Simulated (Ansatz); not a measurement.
CH$_{6}$GeO$_{3}$ (`[CH3][Ge]([OH])([OH])[OH]`), one more setting.

```yaml
crystal:
  periodic: [false, false, false]
  atoms:
    - {symbol: C, position_ang: [-1.536895, 0.452508, 0.379090]}
    - {symbol: Ge, position_ang: [0.255937, -0.079412, -0.059312]}
    - {symbol: O, position_ang: [1.324883, 0.017152, 1.352361]}
    - {symbol: O, position_ang: [0.949580, 0.955035, -1.321675]}
    - {symbol: O, position_ang: [0.310350, -1.749540, -0.652953]}
    - {symbol: H, position_ang: [-1.516148, 1.400206, 0.916907]}
    - {symbol: H, position_ang: [-2.117817, 0.569462, -0.535600]}
    - {symbol: H, position_ang: [-2.001123, -0.308209, 1.006475]}
    - {symbol: H, position_ang: [1.805175, -0.805044, 1.478856]}
    - {symbol: H, position_ang: [1.807805, 1.295307, -1.056427]}
    - {symbol: H, position_ang: [0.783652, -1.804364, -1.487022]}
basis:
  gaussian: {orbitals: def2-TZVP}
magnetization: {spin_polarized: true, initial_magnetization: 2}
hamiltonian: {xc: {name: B97}}
output: {forces: true}
```

```sh
$ ansatz run in.yaml --threads 4 --pin off --events-out ev --progress --plain --max-ram 10444MiB
```

Output, abridged:

```
Functional definition: B97
1286 factors; their error is unknown
mean field evaluation 1: about -63773.7885 eV, gradient 6.4e1 eV
mean field evaluation 2: about -63757.4301 eV, gradient 9.3e1 eV
mean field evaluation 4: about -63787.3819 eV, gradient 7.4e0 eV
mean field evaluation 8: about -63787.6689 eV, gradient 1.7e-1 eV
mean field evaluation 16: about -63787.8723 eV, gradient 2.2e-3 eV
mean field evaluation 32: about -63787.8723 eV, gradient 1.7e-5 eV
mean field -63787.87229713 eV, -2344.1610699469 hartree, gradient 3.6e-6 eV, S^2 2.009625; 6 other end points of the search recorded, 0 dependent functions left out
reference -63787.87234877 eV, -2344.1610718444 hartree; 35, 33 occupied and 173, 175 virtual orbitals, 1286 factors
Total energy: -63787.87234877 eV, -2344.1610718444 hartree
Atom 0 at    -1.536895     0.452508     0.379090 Å, force    -2.617454     0.776531     0.639748 eV/Å
Atom 1 at     0.255937    -0.079412    -0.059312 Å, force     1.184225    -0.351151    -0.289216 eV/Å
Atom 2 at     1.324883     0.017152     1.352361 Å, force     0.157589     1.223003     1.627565 eV/Å
Atom 3 at     0.949580     0.955035    -1.321675 Å, force    -0.717784     0.968025    -1.648128 eV/Å
Atom 4 at     0.310350    -1.749540    -0.652953 Å, force    -1.015475    -1.724204     0.404693 eV/Å
Atom 5 at    -1.516148     1.400206     0.916907 Å, force     0.291298     0.175689     0.073854 eV/Å
Atom 6 at    -2.117817     0.569462    -0.535600 Å, force     0.126133    -0.056187    -0.319440 eV/Å
Atom 7 at    -2.001123    -0.308209     1.006475 Å, force     0.160268    -0.290971     0.104309 eV/Å
Atom 8 at     1.805175    -0.805044     1.478856 Å, force     0.684357    -1.007178     0.215445 eV/Å
Atom 9 at     1.807805     1.295307    -1.056427 Å, force     1.123865     0.453088     0.245154 eV/Å
Atom 10 at     0.783652    -1.804364    -1.487022 Å, force     0.622977    -0.166643    -1.053984 eV/Å
Dipole moment:    -0.186007     0.055315     0.045478 e Å
```

Run time 26 s (4 threads of an AMD EPYC 7R43 on a shared host); peak host memory 0.93 GiB.
